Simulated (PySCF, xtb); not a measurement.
C2H8Ge2, SMILES [GeH3]/[CH]=[CH]/[GeH3].

GFN2-xTB in xtb at its own geometry gives an orbital gap of 4.14 eV and a dipole moment of 0.00 D.

The structure is a stationary point at PBE0-D3(BJ)/def2-SVP.

Task: What does CAM-B3LYP/def2-TZVP run with PySCF give? (Estimate from the structure and the level; the computed values follow.)

Result: gap 9.66 eV (levels -9.19 and 0.47 eV), dipole 0.00 D.
